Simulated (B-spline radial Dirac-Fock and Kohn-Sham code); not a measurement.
Model: the Dirac equation of a negative muon with reduced mass in the field of a spherical finite nucleus, with the Uehling potential to all orders; nuclear polarisation, deformation, hyperfine structure, self-energy, higher-order vacuum polarisation, relativistic recoil and electron screening are left out. Program: an atomic code on a B-spline grid. The nuclear charge is a Fermi distribution (skin thickness 2.3 fm).

Task: A muonic atom of atomic mass 23.99 u emits these computed lines: 2p3/2 → 1s1/2 207.8 keV, 3d5/2 → 2p3/2 39.01 keV, 4f7/2 → 3d5/2 13.63 keV, 5g9/2 → 4f7/2 6.303 keV. Which element is it, and what rms charge radius was used?

Result: Neon (Z = 10, nuclide ²⁴Ne); the high transitions hardly feel the nucleus and fix Z. The 2p → 1s line lies 2.595 keV below the value for a point nucleus without QED, which for this nuclear model gives a radius near 2.90 fm (2.9007 fm was used).
